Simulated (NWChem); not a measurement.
A series in which one site is exchanged, each optimised at PBE0/def2-SVP with NWChem, gas phase unless a solvent is named. 

A: [O]=[Be] (BeO; site = Be)
B: [O]=[Mg] (MgO; site = Mg)
C: [O]=[Ca] (CaO; site = Ca)

```tsv
quantity	A	B	C
highest harmonic frequency (cm⁻¹), PBE0/def2-SVP	1528	820	…
vertical ionisation energy, ΔSCF, PBE/def2-SVP (eV)	10.50	8.17	…
vertical ionisation energy, ΔSCF, PBE0/def2-SVP (eV)	10.09	7.57	…
static polarisability, PBE0/def2-SVPD (bohr³)	25.6	55.1	…
lowest singlet excitation, PBE0/def2-SVPD, TDA (eV)	1.73	0.64	…
```

Problem. Fill in the missing entries.

Solution. 
- highest harmonic frequency (cm⁻¹), PBE0/def2-SVP, C: 822
- vertical ionisation energy, ΔSCF, PBE/def2-SVP (eV), C: 7.21
- vertical ionisation energy, ΔSCF, PBE0/def2-SVP (eV), C: 6.69
- static polarisability, PBE0/def2-SVPD (bohr³), C: 45.6
- lowest singlet excitation, PBE0/def2-SVPD, TDA (eV), C: 1.99
